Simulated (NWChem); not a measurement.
Molecule: C3H4F2; SMILES FC1(CC1)F

```xyz
9

F      0.0000    -1.1077     0.9616
C      0.0000     0.0000     0.1824
F      0.0000     1.1077     0.9616
C     -0.7743     0.0000    -1.0788
C      0.7743     0.0000    -1.0788
H     -1.2765     0.9193    -1.3645
H     -1.2765    -0.9193    -1.3645
H      1.2765     0.9193    -1.3645
H      1.2765    -0.9193    -1.3645
```
Atoms are numbered in this order, from 1.

All runs: NWChem. Geometry: optimised at B3LYP/6-31G* (spherical d).

For level BLYP/def2-SVP:

```
Quantity                     Result
---------------------------  ------
highest occupied level (eV)   -6.50
orbital gap (eV)               7.51
dipole (D)                     1.86
```

Question: Estimate the same quantities for level CAM-B3LYP/def2-SVP.

Answer: 
- highest occupied level (eV): -9.71
- orbital gap (eV): 12.69
- dipole (D): 2.10
